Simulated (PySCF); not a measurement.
**F²⁺ (fluorine, charge +2) across methods**

[He] 2s2 2p2 3s1, high-spin 4P determinant (an excited configuration). All numbers are calculated (PySCF 2.14, scalar relativity by spin-free X2C-1e, in aug-cc-pCVTZ-DK (7s6p4d2f, 59 functions)).

```
   method  E (hartree)  mean ε 2s β (eV)  mean ε 2p α (eV)  mean ε 3s α (eV)  Σ⟨r²⟩ (bohr²)   ⟨S²⟩
     PBE0     -96.3768           -79.032           -67.285           -20.927          12.28  3.751
   r2SCAN     -96.4098           -77.021           -65.314           -20.200          12.41  3.752
     TPSS     -96.4638           -76.871           -64.388           -20.071          12.32  3.751
BHandHLYP     -96.4530           -81.656           -70.643           -21.587          12.27  3.752
      UHF    -96.24902           -85.011           -76.961           -22.968          12.47  3.753
   M06-2X     -96.4465           -81.982           -70.073           -22.061          12.24  3.751
      PBE     -96.3647           -76.466           -63.848           -20.116          12.23  3.751
      LDA     -95.7828           -76.251           -63.729           -20.196          12.23  3.750
    B3LYP     -96.4545           -78.787           -66.686           -20.785          12.21  3.751
```

The outer electron is Rydberg-like, and this basis confines it to a smaller radius and binds it less than a complete one would.
